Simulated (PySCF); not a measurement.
**Basis-set dependence of population analyses: `C#CBC#CC`**

Compound: C₅H₅B.
Cartesian coordinates in Å at the PBE0-D3(BJ)/def2-SVP level; atoms count from 1:
```xyz
11
C5H5B angstrom
C      3.4062   -0.6026    0.2119
C      2.4361    0.1216    0.0637
B      1.2456    1.0466   -0.1219
C     -0.1673    0.5217   -0.1616
C     -1.3195    0.1136   -0.1954
C     -2.6821   -0.3748   -0.2416
H      4.2616   -1.2414    0.3421
H      1.4462    2.2339   -0.2401
H     -2.8789   -0.8475   -1.2174
H     -3.4127    0.4373   -0.1048
H     -2.8550   -1.1377    0.5336
```

PBE0 throughout (PySCF), one geometry, spherical d and f functions. Isolated species at its PBE0-D3(BJ)/def2-SVP geometry, gas phase. The first 7 of 9 kinds of atom are listed.

Mulliken charges (e):

| basis | functions | C1 | C2 | B3 | C4 | C5 | C6 | H7 |
| --- | --- | --- | --- | --- | --- | --- | --- | --- |
| STO-3G | 35 | -0.113 | -0.121 | +0.200 | -0.137 | -0.015 | -0.253 | +0.126 |
| 6-31G | 64 | -0.255 | -0.146 | +0.200 | -0.310 | +0.149 | -0.546 | +0.272 |
| pcSseg-0 | 64 | -0.281 | -0.319 | +0.512 | -0.339 | -0.151 | -0.584 | +0.289 |
| 6-31G* | 94 | -0.265 | +0.015 | -0.053 | -0.189 | +0.236 | -0.659 | +0.239 |
| cc-pVDZ | 109 | -0.188 | +0.116 | +0.061 | -0.178 | -0.068 | -0.016 | +0.027 |
| def2-SVP | 109 | -0.150 | +0.098 | -0.032 | -0.320 | +0.114 | +0.011 | +0.054 |
| aug-cc-pVDZ | 183 | +1.125 | -0.567 | -0.667 | +0.366 | -0.390 | +0.209 | -0.470 |
| 6-311+G(2d,p) | 192 | -0.512 | +0.302 | +0.074 | -0.221 | +0.452 | -0.842 | +0.173 |
| def2-TZVP | 216 | -0.272 | +0.034 | +0.009 | +0.066 | -0.079 | -0.487 | +0.184 |
| cc-pVTZ | 250 | -0.073 | -0.139 | +0.038 | -0.284 | +0.203 | -0.286 | +0.159 |
| IGLO-III | 260 | -0.203 | -0.121 | +0.341 | -0.150 | -0.051 | -0.349 | +0.148 |

IAO charges (e):

```csv
basis,functions,C1,C2,B3,C4,C5,C6,H7
STO-3G,35,-0.117,-0.138,+0.118,-0.147,+0.023,-0.417,+0.165
6-31G,64,-0.171,-0.118,+0.087,-0.161,+0.032,-0.452,+0.206
pcSseg-0,64,-0.157,-0.114,+0.071,-0.153,+0.030,-0.442,+0.198
6-31G*,94,-0.162,-0.124,+0.097,-0.166,+0.033,-0.433,+0.202
cc-pVDZ,109,-0.171,-0.117,+0.086,-0.163,+0.032,-0.433,+0.205
def2-SVP,109,-0.164,-0.116,+0.085,-0.161,+0.034,-0.425,+0.199
aug-cc-pVDZ,183,-0.179,-0.117,+0.090,-0.167,+0.031,-0.441,+0.209
"6-311+G(2d,p)",192,-0.178,-0.118,+0.090,-0.168,+0.032,-0.444,+0.210
def2-TZVP,216,-0.178,-0.119,+0.091,-0.168,+0.032,-0.443,+0.210
cc-pVTZ,250,-0.177,-0.119,+0.091,-0.167,+0.032,-0.444,+0.210
IGLO-III,260,-0.179,-0.119,+0.091,-0.168,+0.032,-0.445,+0.211
```

Hirshfeld charges (e):

| basis | functions | C1 | C2 | B3 | C4 | C5 | C6 | H7 |
| --- | --- | --- | --- | --- | --- | --- | --- | --- |
| STO-3G | 35 | -0.060 | -0.105 | +0.183 | -0.126 | -0.029 | -0.001 | +0.083 |
| 6-31G | 64 | -0.079 | -0.106 | +0.157 | -0.134 | -0.012 | -0.069 | +0.104 |
| pcSseg-0 | 64 | -0.069 | -0.107 | +0.150 | -0.133 | -0.005 | -0.073 | +0.101 |
| 6-31G* | 94 | -0.077 | -0.107 | +0.154 | -0.133 | -0.012 | -0.070 | +0.105 |
| cc-pVDZ | 109 | -0.073 | -0.107 | +0.150 | -0.133 | -0.004 | -0.081 | +0.101 |
| def2-SVP | 109 | -0.071 | -0.107 | +0.149 | -0.133 | -0.001 | -0.086 | +0.100 |
| aug-cc-pVDZ | 183 | -0.074 | -0.112 | +0.155 | -0.135 | -0.004 | -0.096 | +0.101 |
| 6-311+G(2d,p) | 192 | -0.072 | -0.114 | +0.155 | -0.137 | -0.006 | -0.088 | +0.102 |
| def2-TZVP | 216 | -0.073 | -0.111 | +0.152 | -0.135 | -0.004 | -0.092 | +0.102 |
| cc-pVTZ | 250 | -0.073 | -0.110 | +0.151 | -0.135 | -0.003 | -0.092 | +0.102 |
| IGLO-III | 260 | -0.073 | -0.112 | +0.153 | -0.135 | -0.004 | -0.096 | +0.102 |

Problem. Which scheme is steadiest as the basis changes?

Solution. Largest range over the bases for any column: IAO 0.06 e, Hirshfeld 0.10 e, Mulliken 1.64 e. IAO charges move least and Mulliken charges most, counted in e. Without the minimal STO-3G basis the ranges are IAO 0.03, Hirshfeld 0.03, Mulliken 1.64 e.

Problem. How much do the charges still move between the two largest bases, cc-pVTZ and IGLO-III?

Solution. At most, over all atoms: Mulliken 0.303 e, IAO 0.002 e, Hirshfeld 0.003 e.

Problem. What do the same runs give for the total energy, the frontier levels and the dipole moment?

Solution. 
```csv
basis,energy (Eh),HOMO (eV),LUMO (eV),μ (D)
STO-3G,-215.3287,-5.77,0.20,1.58
6-31G,-217.9442,-7.39,-2.04,1.95
pcSseg-0,-217.5294,-7.71,-2.33,1.96
6-31G*,-217.9847,-7.34,-2.06,1.95
cc-pVDZ,-218.0022,-7.48,-2.24,1.97
def2-SVP,-217.8311,-7.55,-2.29,1.96
aug-cc-pVDZ,-218.0102,-7.59,-2.37,1.98
"6-311+G(2d,p)",-218.0483,-7.62,-2.39,1.98
def2-TZVP,-218.0662,-7.60,-2.36,1.98
cc-pVTZ,-218.0619,-7.59,-2.33,1.98
IGLO-III,-218.0704,-7.61,-2.38,1.99
```

The dipole is fixed by the density alone, so its range of 0.41 D shows that the density itself changes with the basis, not only its division among atoms.
